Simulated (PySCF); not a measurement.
## Field gradients at the hydrogen positions

Compound: C5H8F2O.
Structure used (GFN2-xTB), in Å, numbered top down from 1:
```xyz
16
C5H8F2O angstrom
C     -2.9713    1.0536    0.2394
C     -1.8670    0.8037   -0.4369
C     -0.9340   -0.3261   -0.1407
O      0.4023    0.1830   -0.1509
C      1.3700   -0.7492    0.0895
F      1.4004   -1.6731   -0.9467
C      2.7234   -0.0436    0.1782
F      3.5280   -0.6614    1.0933
H     -3.6232    1.8681   -0.0238
H     -3.2760    0.4472    1.0765
H     -1.5624    1.4204   -1.2696
H     -1.0296   -1.1005   -0.9157
H     -1.1504   -0.7781    0.8368
H      1.1798   -1.3491    0.9986
H      2.5696    0.9869    0.5085
H      3.2329   -0.0728   -0.7886
```

Level: B3LYP/pcJ-1 (PySCF, non-relativistic); Q(2H) = 0.00286 b; rigid geometry, the same for H and D, with no vibrational averaging.

Question: Rank these positions by the coupling χzz of a deuteron there, largest first.
A. H9 (vinylic hydrogen)
B. H15 (methylene hydrogen)
C. H12 (methylene hydrogen)
D. H11 (vinylic hydrogen)
E. H14 (methine hydrogen)

Answer: A (220 kHz), D (211 kHz), B (187 kHz), C (180 kHz), E (170 kHz).

Q: What are Vzz, η and χzz (234.96 MHz × Q × Vzz) at all hydrogens?

A: 
```
atom  bonded to  bond length (Å)  Vzz (au)     η  χzz (kHz)
  H9         C1            1.076    0.3268  0.06        220
 H10         C1            1.078    0.3235  0.06        217
 H11         C2            1.080    0.3147  0.07        211
 H12         C3            1.100    0.2684  0.06        180
 H13         C3            1.098    0.2739  0.10        184
 H14         C5            1.106    0.2522  0.02        170
 H15         C7            1.093    0.2778  0.06        187
 H16         C7            1.093    0.2787  0.07        187
```

Q: How does χzz go with the bond length over the 8 C–H bonds?

A: A straight-line fit has a slope of -16.7 kHz for each 0.01 Å, with a correlation coefficient of -0.99, over lengths from 1.076 to 1.106 Å. The longer bonds have the smaller couplings here.

Q: A static deuteron (I = 1) shows a doublet split by (3/2)χ, (3/4)χ(1 + η) and (3/4)χ(1 − η) with the field along z, y and x of the gradient. What are these for H14?

A: With |χ| = 169.5 kHz and η = 0.020: 254, 130 and 125 kHz, to first order and without motion.

The structure is a single GFN2-xTB conformer in the gas phase; no vibrational or solvent corrections. GFN2-xTB bond lengths can be off by several hundredths of an ångström, more for odd bonds, and the gradients follow them. The basis is small and wasn't made for field gradients, so the couplings can be 20 % off.
